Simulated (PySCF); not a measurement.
A species of formula C7H11N has this rotational fingerprint, computed with wB97X-D/def2-SVPD in PySCF (dipole) on a GFN2-xTB geometry, gas phase:

* Rotational constants: A = 3637, B = 1161, C = 931.4 MHz
* Dipole components: |μa| = 0.51 D, |μb| = 1.06 D, |μc| = 0.40 D
* Inertial defect: -31.49 u·Å²
* κ: -0.83

**Question.** Which structure is it? (One computed conformer of each.)
A. `[CH2:1]=[CH:2]/[N:3]=[C:4]1\[CH2:5][CH2:6][C@H:7]1[CH3:8]` with C1–C2–N3–C4 170°
B. `[H]/[N:8]=[CH:7]\[CH2:6][C@@H:5]1[C:2](=[CH2:1])[CH2:3][CH2:4]1` with C4–C5–C6–C7 71°, C5–C6–C7–N8 -127°
C. `[CH2:1]=[CH:2]/[N:3]=[CH:4]/[C:5](=[CH2:6])[CH2:7][CH3:8]` with C1–C2–N3–C4 -179°, N3–C4–C5–C6 179°, C4–C5–C7–C8 -79°

**Answer.** C. It is C=C/N=C/C(=C)CC, an asymmetric top, point group C1. The candidates at the same level (rigid rotor, commonest isotopes):

```
               SMILES  A (MHz)  B (MHz)  C (MHz)  μa (D)  μb (D)  μc (D)  Δ (u·Å²)  point group           rotor
   C=C/N=C1\CC[C@H]1C     4326     1225     1010    1.38    1.50    0.31    -28.85           C1  asymmetric top
[H]/N=C\C[C@H]1CCC1=C     4270     1208     1019    2.24    0.35    0.26    -40.50           C1  asymmetric top
      C=C/N=C/C(=C)CC     3637     1161    931.4    0.51    1.06    0.40    -31.49           C1  asymmetric top
```

`[H]/N=C\C[C@H]1CCC1=C` has A 17 % too high; `C=C/N=C1\CC[C@H]1C` has A 19 % too high. No structure here is proved a minimum.
